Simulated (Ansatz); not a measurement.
`BB(O)Br` + H–F → `OB(F)Br` + BH₃  (cleavage of the B–B bond)

Isolated molecules relaxed with PBE0-D4/def2-TZVP in Ansatz; ΔE leaves out vibrations. CBS: MP2 limit from def2 TZ/QZ plus the TZ coupled-cluster correction, frozen cores. This one scheme is used for every species. DFT in def2-TZVPP. For Br outer-core shells are correlated without core-valence functions, which leaves a few kJ/mol of doubt a bond. Scalar relativity is left out up to krypton. Each species was taken in one conformer, which may not be the lowest.

```json
{"level": "BLYP-D4", "ΔE (kcal/mol)": "-32.4", "difference from CCSD(T)/CBS": "0.0"}
{"level": "r2SCANh-D4", "ΔE (kcal/mol)": "-33.8", "difference from CCSD(T)/CBS": "-1.4"}
{"level": "CAM-B3LYP-D4", "ΔE (kcal/mol)": "-35.6", "difference from CCSD(T)/CBS": "-3.2"}
{"level": "B2PLYP", "ΔE (kcal/mol)": "-34.9", "difference from CCSD(T)/CBS": "-2.5"}
{"level": "r2SCAN", "ΔE (kcal/mol)": "-33.7", "difference from CCSD(T)/CBS": "-1.3"}
{"level": "r2SCANh", "ΔE (kcal/mol)": "-34.0", "difference from CCSD(T)/CBS": "-1.6"}
{"level": "r2SCAN0", "ΔE (kcal/mol)": "-34.4", "difference from CCSD(T)/CBS": "-2.0"}
{"level": "LC-ωPBE", "ΔE (kcal/mol)": "-33.9", "difference from CCSD(T)/CBS": "-1.5"}
{"level": "HF/def2-TZVPP", "ΔE (kcal/mol)": "-40.3", "difference from CCSD(T)/CBS": "-7.9"}
{"level": "CCSD/def2-TZVPP", "ΔE (kcal/mol)": "-34.6", "difference from CCSD(T)/CBS": "-2.2"}
{"level": "CCSD(T)/CBS", "ΔE (kcal/mol)": "-32.4", "difference from CCSD(T)/CBS": "0"}
```

Largest T1 diagnostic among the species: 0.011.

From BLYP to BHLYP (50 % exact exchange), in def2-TZVPP and without D4, ΔE moves by −3.3 kcal/mol. In def2-TZVPP, CCSD(T) changes the Hartree–Fock value by +6.5 kcal/mol (the triples alone add +0.8 kcal/mol) and MP2 by +6.1 kcal/mol.
